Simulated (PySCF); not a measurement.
**Vibration and rotation of HoS**

UHF constants of HoS, sextet, about 10.0 electrons in the 4f shell (Mulliken), real f orbitals that mix terms (Ho x2c-SVPall, S x2c-SVPall; spin-free X2C with a Gaussian nucleus (PySCF 2.14); masses 164.9303 and 31.9721 u):

```
ωe   : 480.8 cm⁻¹
ωexe : 0.811 cm⁻¹
Be   : 0.11798 cm⁻¹
αe   : 0.000288 cm⁻¹
```

Problem. What force constant and bond length do these constants imply?

Solution. Reduced mass μred = 26.781 u; k = 5.8918×10⁻⁷·μred·ωe² (u, cm⁻¹, mdyn/Å) = 3.65 mdyn/Å; Re = √(16.8576/(μred·Be)) (u, cm⁻¹, Å) = 2.310 Å.

Problem. Estimate the centrifugal constant D from the Kratzer relation and find the Dunham coefficient a1.

Solution. D = 4Be³/ωe² = 2.84e-08 cm⁻¹; a1 = −1 − αeωe/(6Be²) = -2.66.

Spin–orbit coupling is left out, which matters for elements this heavy, above all for dissociation energies. Hartree–Fock leaves out correlation, which carries a large part of most bond energies and some tenths to 1 eV of ionisation energies. With d or f electrons several states lie close, and the lowest PBE0 determinant need not be the measured ground state.
